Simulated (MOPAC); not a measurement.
Input file for MOPAC: PM3 on C3H4O2 (a complex), monomers drawn apart or pushed together.

```
PM3 1SCF PRECISE CHARGE=0 THREADS=1
C3H4O2

C      0.57984850 1     0.20706780 1    -0.08788146 1
C     -0.17331032 1    -0.55440019 1     0.45032234 1
H      1.24333082 1     0.87422337 1    -0.58317410 1
H     -0.83124366 1    -1.21117353 1     0.97044363 1
O     -1.10549685 1    -0.93773567 1     4.41334585 1
C     -0.41531876 1    -0.07518282 1     4.88534953 1
O      0.39977092 1     0.73332976 1     4.20345867 1
H     -0.36684247 1     0.16159656 1     5.95639138 1
H      0.34656937 1     0.51142644 1     3.25139146 1
```

Program output:

```
*******************************************************************************
 **                                                                           **
 **                              MOPAC v23.2.5                                **
 **                                                                           **
 *******************************************************************************
 ** MOPAC's Digital Object Identifier: https://doi.org/10.5281/zenodo.6511958 **
 **                                                                           **
 ** Please cite the open-source release paper for use of this MOPAC version:  **
 ** J. E. Moussa and J. J. P. Stewart (2026)                                  **
 ** MOPAC: An open-source semiempirical molecular orbital program             **
 ** J. Open Source Softw., 11(119), 8025, https://doi.org/10.21105/joss.08025 **
 *******************************************************************************

                              PM3 CALCULATION RESULTS

 *******************************************************************************
 *  PM3        - The PM3 Hamiltonian to be used
 *
 *
 *
 *                 CHARGE ON SYSTEM = 0
 *
 *
 *
 *  PRECISE    - TIGHTER CRITERIA TO BE USED
 *  1SCF       - DO 1 SCF AND THEN STOP
 *  THREADS=1  - MULTI-THREADING NOT USED
 *  T=         - A TIME OF 172800.0 SECONDS REQUESTED
 *  DUMP=N     - RESTART FILE WRITTEN EVERY 7200.0 SECONDS REQUESTED
 *******************************************************************************
PM3 1SCF PRECISE CHARGE=0 THREADS=1
 C3H4O2

   ATOM   CHEMICAL          X               Y               Z
  NUMBER   SYMBOL      (ANGSTROMS)     (ANGSTROMS)     (ANGSTROMS)

     1       C          0.57984850  *   0.20706780  *  -0.08788146  *
     2       C         -0.17331032  *  -0.55440019  *   0.45032234  *
     3       H          1.24333082  *   0.87422337  *  -0.58317410  *
     4       H         -0.83124366  *  -1.21117353  *   0.97044363  *
     5       O         -1.10549685  *  -0.93773567  *   4.41334585  *
     6       C         -0.41531876  *  -0.07518282  *   4.88534953  *
     7       O          0.39977092  *   0.73332976  *   4.20345867  *
     8       H         -0.36684247  *   0.16159656  *   5.95639138  *
     9       H          0.34656937  *   0.51142644  *   3.25139146  *



          CARTESIAN COORDINATES

    NO.       ATOM           X           Y           Z

     1         C          0.5798      0.2071     -0.0879
     2         C         -0.1733     -0.5544      0.4503
     3         H          1.2433      0.8742     -0.5832
     4         H         -0.8312     -1.2112      0.9704
     5         O         -1.1055     -0.9377      4.4133
     6         C         -0.4153     -0.0752      4.8853
     7         O          0.3998      0.7333      4.2035
     8         H         -0.3668      0.1616      5.9564
     9         H          0.3466      0.5114      3.2514

  H: (PM3): J. J. P. STEWART, J. COMP. CHEM. 10, 209 (1989).
  C: (PM3): J. J. P. STEWART, J. COMP. CHEM. 10, 209 (1989).
  O: (PM3): J. J. P. STEWART, J. COMP. CHEM. 10, 209 (1989).

           Empirical Formula: C3 H4 O2  =     9 atoms



      MOLECULAR POINT GROUP   :   Cs


      RHF CALCULATION, NO. OF DOUBLY OCCUPIED LEVELS = 14


 -------------------------------------------------------------------------------
 PM3 1SCF PRECISE CHARGE=0 THREADS=1
 C3H4O2



     1SCF WAS SPECIFIED, SO BFGS WAS NOT USED
     SCF FIELD WAS ACHIEVED


                              PM3 CALCULATION
                                                       MOPAC v23.2.5 Linux




          FINAL HEAT OF FORMATION =        -42.08610 KCAL/MOL =    -176.08824 KJ/MOL


          COSMO AREA              =        130.05 SQUARE ANGSTROMS
          COSMO VOLUME            =        107.43 CUBIC ANGSTROMS

          IONIZATION POTENTIAL    =         11.508556 EV
          HOMO LUMO ENERGIES (EV) =        -11.509  1.033
          NO. OF FILLED LEVELS    =         14
          MOLECULAR WEIGHT        =         72.0634         POINT GROUP:  Cs

          MOLECULAR DIMENSIONS (Angstroms)

            Atom       Atom       Distance
            H     8    H     3     6.77247
            O     7    H     4     2.97668
            O     5    H     9     0.00092


          SCF CALCULATIONS        =          1





   ATOM   CHEMICAL          X               Y               Z
  NUMBER   SYMBOL      (ANGSTROMS)     (ANGSTROMS)     (ANGSTROMS)

     1       C          0.57984850  *   0.20706780  *  -0.08788146  *
     2       C         -0.17331032  *  -0.55440019  *   0.45032234  *
     3       H          1.24333082  *   0.87422337  *  -0.58317410  *
     4       H         -0.83124366  *  -1.21117353  *   0.97044363  *
     5       O         -1.10549685  *  -0.93773567  *   4.41334585  *
     6       C         -0.41531876  *  -0.07518282  *   4.88534953  *
     7       O          0.39977092  *   0.73332976  *   4.20345867  *
     8       H         -0.36684247  *   0.16159656  *   5.95639138  *
     9       H          0.34656937  *   0.51142644  *   3.25139146  *

                             CARTESIAN COORDINATES

   1    C        0.579848500     0.207067800    -0.087881460
   2    C       -0.173310320    -0.554400190     0.450322340
   3    H        1.243330820     0.874223370    -0.583174100
   4    H       -0.831243660    -1.211173530     0.970443630
   5    O       -1.105496850    -0.937735670     4.413345850
   6    C       -0.415318760    -0.075182820     4.885349530
   7    O        0.399770920     0.733329760     4.203458670
   8    H       -0.366842470     0.161596560     5.956391380
   9    H        0.346569370     0.511426440     3.251391460


           Empirical Formula: C3 H4 O2  =     9 atoms



      MOLECULAR POINT GROUP   :   Cs


                  EIGENVALUES
 -39.94110 -36.16408 -31.47555 -23.57372 -19.67396 -18.43494 -18.15602 -16.63734
 -15.98199 -14.55405 -12.44787 -11.68767 -11.66807 -11.50856   1.03350   1.80190
   1.82936   2.15447   2.74588   3.69908   4.09485   4.63132   6.44265   6.95439


              NET ATOMIC CHARGES AND DIPOLE CONTRIBUTIONS

  ATOM NO.   TYPE          CHARGE      No. of ELECS.   s-Pop       p-Pop
    1          C          -0.200647        4.2006     1.22606     2.97459
    2          C          -0.195684        4.1957     1.22867     2.96701
    3          H           0.195324        0.8047     0.80468
    4          H           0.202263        0.7977     0.79774
    5          O          -0.392182        6.3922     1.86132     4.53086
    6          C           0.384780        3.6152     1.17265     2.44257
    7          O          -0.299915        6.2999     1.80523     4.49469
    8          H           0.088413        0.9116     0.91159
    9          H           0.217648        0.7824     0.78235
 DIPOLE           X         Y         Z       TOTAL
 POINT-CHG.     0.908     1.139     0.646     1.594
 HYBRID         0.024    -0.042    -0.406     0.409
 SUM            0.932     1.097     0.239     1.459


          ATOMIC ORBITAL ELECTRON POPULATIONS

     Atom    s        px        py        pz
    1  C   1.22606   0.98956   0.98865   0.99638
    2  C   1.22867   0.98630   0.98542   0.99529
    3  H   0.80468
    4  H   0.79774
    5  O   1.86132   1.39890   1.33498   1.79698
    6  C   1.17265   0.75876   0.77989   0.90393
    7  O   1.80523   1.63313   1.59576   1.26580
    8  H   0.91159
    9  H   0.78235

 **********************
 *                    *
 * JOB ENDED NORMALLY *
 *                    *
 **********************




 == MOPAC DONE ==
```

The run finished.

Cost: roughly 0.03 core-seconds.
